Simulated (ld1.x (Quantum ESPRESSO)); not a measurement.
What one change does to a pseudopotential (Pt, TM)

| Quantity | Value |
| --- | --- |
| Element | Pt |
| Generator | ld1.x (Quantum ESPRESSO) 7.5 |
| Type | norm-conserving Troullier–Martins (Kleinman–Bylander form) |
| Functional | PBE |
| Relativity | scalar-relativistic |
| Frozen core | [Kr] 4d10 4f14 5s2 |
| Valence charge | 16 |
| Reference configuration | 5p6 5d8 6s0 6p0 (charge +2) |
| Partial waves | 6s (bound, empty): rc 1.70 bohr; 5p (bound): rc 1.00 bohr; 5d (bound): rc 2.10 bohr; 5f channel at -0.15 Ry: rc 2.20 bohr |
| Local potential | all-electron potential smoothed inside 1.35 bohr (lloc = -1) |
| Core correction | a·sin(br)/r model core inside 0.85 bohr |

Change: local potential all-electron potential smoothed inside 0.95 bohr (lloc = -1).

Cutoffs: the cutoffs (Ry, on a coarse ladder) from which the occupation-weighted sum of valence levels, in a spherical-Bessel basis at the reference potential, stays within 10 and 1 mRy of its value at 400 Ry; they do not see the model core or the augmentation charge, which bear on the density cutoff. Errors are all-electron minus pseudo energies relative to the spin-unpolarised reference configuration.

Q: What does the change do?

A: The potential gets neither clearly harder nor softer (140 Ry and 230 Ry → 140 Ry and 230 Ry); both files keep a bound ghost (s); of the 7 tests that both files solve, the error grows in 3 and shrinks in 4 by more than 15 % and 0.3 meV (median size 8.0 → 3.0 meV); the range in which the s phases agree widens (upper end 0.7 → at the end of the scan); the range in which the p phases agree narrows (upper end at the end of the scan → -1.4).

| quantity | base | changed |
| --- | --- | --- |
| cutoff, loose | 140 Ry | 140 Ry |
| cutoff, tight | 230 Ry | 230 Ry |
| bound ghosts | s | s |
| error for 5p6 5d9 6s1 6p0, meV [ΔE -29.16 eV] | +13 | -3.0 |
| error for 5p6 5d9 6s0 6p0, meV [ΔE -19.97 eV] | +1.0 | +1.9 |
| error for 5p6 5d7 6s0 6p0, meV [ΔE 32.22 eV] | -11 | -9.2 |
| error for 5p6 5d9 6s0 6p1, meV [ΔE -24.11 eV] | +19 | +95 |
| error for 5p6 5d8 6s1 6p0, meV [ΔE -17.99 eV] | +1.8 | -0.1 |
| error for 5p6 5d9 6s0.5 6p0, meV [ΔE -25.47 eV] | +8.0 | +1.2 |
| error for 5p6 5d8 6s2 6p0, meV [ΔE -28.15 eV] | -1.1 | -12 |
| s: phases at 2.40 bohr within 0.05 rad from the reference energy up to (Ry; the scan ends near 5) | 0.7 | to the end of the scan |
| p: phases at 2.40 bohr within 0.05 rad from the reference energy up to (Ry; the scan ends near 5) | to the end of the scan | -1.4 |
| d: phases at 2.40 bohr within 0.05 rad from the reference energy up to (Ry; the scan ends near 5) | 2.0 | 1.6 |
| f: phases at 2.40 bohr within 0.05 rad from the reference energy up to (Ry; the scan ends near 5) | to the end of the scan | to the end of the scan |

 A true bound ghost makes a file unfit for plane-wave use even where its test errors are small: the radial tests pick states by their node count and pass the ghost by.
